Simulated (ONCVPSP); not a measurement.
**Zn (Z = 30), ONCV: configuration errors across variants**

Zn (Z = 30), optimised norm-conserving Vanderbilt (ONCV), made with ONCVPSP 4.0.1 (LDA (Perdew-Wang 92), fully relativistic). Core [Ne] 3s2, reference 3p6 3d10 4s2. Waves: 4s: rc 1.80 bohr, ncon 4, nbas 8, qcut 3.5 1/bohr, 3 projectors, debl 3 Ha; 3p: rc 0.70 bohr, ncon 4, nbas 8, qcut 12.4 1/bohr, 2 projectors, debl 1.6 Ha; 3d: rc 1.10 bohr, ncon 4, nbas 9, qcut 13.8 1/bohr, 1 projector; f scattering state at 0.17 Ha: rc 1.90 bohr, ncon 4, nbas 7, qcut 5.8 1/bohr, 2 projectors, debl 3.8 Ha. Local part: polynomial inside 0.55 bohr (lpopt 5, dvloc0 0 Ha). Core correction: Teter function, fcfact 5.25, rcfact 1.45.

Open shells are filled in proportion to 2j + 1.

In the p channel the program set the typed energies aside and used -3.022, 0.250 Ha (j = l + 1/2; the other j can differ).

All-electron excitation energies from the reference (eV): (1) 3p6 3d10 4s1 10.184; (2) 3p6 3d10 4s0 28.948; (3) 3p6 3d9 4s0 69.844; (4) 3p5 3d10 4s2 91.952.

2 further variants failed, have other tests or another functional or relativity, and are left out.

A true bound ghost makes a file unfit for plane-wave use even where its test errors are small: the radial tests pick states by their node count and pass the ghost by.

Errors AE − PS in meV (a dash: test not solved or not reliable):

```tsv
change	(1)	(2)	(3)	(4)	bound ghosts	GHOST(+) flags above zero
base	-5.4	-34	+68	-114	s, f7/2, f5/2	s
s: rc 1.58	-5.5	-33	+64	-112	s, f7/2, f5/2	s
core correction Teter function, fcfact 5.1, rcfact 1.45	-5.4	-34	+68	-114	s, f7/2, f5/2	s
p: nproj 3	-5.4	-34	+68	-114	s, p3/2, f7/2, p1/2, f5/2	s
all radii but the core radius scaled by about 0.89 (s 1.62, p 0.62, d 0.98, f 1.70 bohr); local potential polynomial inside 0.50 bohr (lpopt 5, dvloc0 0 Ha)	-6.1	-36	+70	-69	s, f7/2, f5/2	s
core correction Teter function, fcfact 2.5, rcfact 1.65	-5.4	-34	+68	-114	s, f7/2, f5/2	s
core correction Teter function, fcfact 5.25, rcfact 0.92	-5.4	-33	+68	-112	s, f7/2, f5/2	s
p: debl 3.5	-5.4	-34	+68	-114	s, f7/2, f5/2	s
```

(1) Give the same row for: d: qcut 9.2.

## Answers

(1) -3.9, -24, +58, -310; bound ghosts: s, f7/2, f5/2; GHOST(+) flags above zero: s.
